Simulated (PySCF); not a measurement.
Calculation: PySCF with PBE-D3(BJ)/def2-TZVP. All species are isolated molecules in the gas phase. One relaxed conformer stands for a flexible species; it need not be the lowest. Excitations are Tamm–Dancoff values on a coarser integration grid. The basis has no diffuse functions, so Rydberg states are missing or too high.

Reference species (SMILES): `B=C=CO` (neutral, multiplicity 1).

```
Property                Value
-------------------  --------
HOMO                 -5.31 eV
T1 excitation (TDA)   2.14 eV
```

Changed species: `B(=C)C=O`.

Task: What does the change do to the HOMO and T1 excitation (TDA)?

Result: the HOMO falls by 0.85 eV, to -6.16 eV; the T1 excitation (TDA) goes up by 0.29 eV, to 2.43 eV.
